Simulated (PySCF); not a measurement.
**Electronic structure of Os⁴⁶⁺ (osmium, charge +46) at the UHF level**

Configuration: [Ar] 3d10 4s2, closed-shell 1S. Calculation: PySCF 2.14, in an even-tempered Gaussian basis (18 s from 5.6 bohr⁻², ratio 2.5; 13 p from 7.3 bohr⁻², ratio 2.5; 8 d from 13 bohr⁻², ratio 2.5; 4 f from 33 bohr⁻², ratio 2.7; 4 g from 50 bohr⁻², ratio 2.7); the spin-free X2C one-electron Hamiltonian (Gaussian nucleus).

- Total energy: -15774.669986 hartree
- One-electron energy: -18549.1408 hartree
- Hartree (Coulomb) energy: 3027.7559 hartree
- Exchange energy: -253.2851 hartree
- ⟨S²⟩: 0.0000
- ⟨L²⟩: 0.000
- Sum of ⟨r⟩: 4.576 bohr
- Sum of ⟨r²⟩: 1.056 bohr²

| shell | electrons | mean orbital energy (hartree) | rms radius, mean of both spins (bohr) |
| --- | --- | --- | --- |
| 1s | 2 | -2816.35006 | 0.0200 |
| 2s | 2 | -566.01717 | 0.0807 |
| 2p | 6 | -505.40262 | 0.0737 |
| 3s | 2 | -195.26927 | 0.203 |
| 3p | 6 | -176.86582 | 0.204 |
| 3d | 10 | -156.40388 | 0.185 |
| 4s | 2 | -93.63834 | 0.411 |

Spin-orbit coupling, which splits the p, d and f shells strongly at this Z, is absent.

Densities and radii are taken from the X2C orbitals without a picture-change correction, which distorts them close to the nucleus.

Spin-orbit constants ζ (cm⁻¹) from the X2C one-electron operator on these orbitals: bare nucleus, nucleus screened by l(l+1)(2l+1)/3 electrons, and screened by the Breit-Pauli mean field of the electrons.

```json
{"shell": "2p", "bare": "7721000", "screened nucleus": "7518000", "mean field": "7444000"}
{"shell": "3p", "bare": "1773000", "screened nucleus": "1726000", "mean field": "1709000"}
{"shell": "3d", "bare": "279100", "screened nucleus": "242400", "mean field": "237400"}
```
